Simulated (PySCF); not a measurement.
# Silicon: a sound run and one with changed settings

Sound run: Si⁺ [Ne] 3s2 3p1, Si²⁺ [Ne] 3s2. Calculation: PySCF 2.14, in 6-31G* (4s3p1d, 18 functions); the non-relativistic Hamiltonian (point nucleus). In the sound run the correlated levels freeze [Ne]. The sound run starts from symmetry-adapted Hartree-Fock orbitals and uses a fine grid where one is needed.

Changed run: basis STO-3G. This setting is unsound on purpose.

| species | method | sound run (hartree) | changed run (hartree) | converged |
| --- | --- | --- | --- | --- |
| Si⁺ | UHF | -288.55052 | -285.32969 | yes |
| Si⁺ | PBE0 | -288.92649 | -285.65714 | yes |
| Si⁺ | B3LYP | -289.07166 | -285.77878 | yes |
| Si⁺ | MP2 | -288.58462 | -285.34477 | yes |
| Si⁺ | CCSD(T) | -288.60217 | -285.35653 | yes |
| Si²⁺ | UHF | -287.96908 | -284.79851 | yes |
| Si²⁺ | PBE0 | -288.32151 | -285.09403 | yes |
| Si²⁺ | B3LYP | -288.46718 | -285.21461 | yes |
| Si²⁺ | MP2 | -287.99853 | -284.82189 | yes |
| Si²⁺ | CCSD(T) | -288.01272 | -284.83875 | yes |

Ionisation energy of Si⁺:

```csv
method,sound run (eV),changed run (eV)
UHF,15.822,14.454
PBE0,16.462,15.323
B3LYP,16.449,15.352
MP2,15.948,14.228
SCS-MP2,15.929,14.183
CCSD,16.025,14.089
CCSD(T),16.040,14.089
```

A minimal basis cannot let orbitals breathe on ionisation and holds almost no correlation.

For comparison, NIST gives 16.346 eV between the lowest levels.
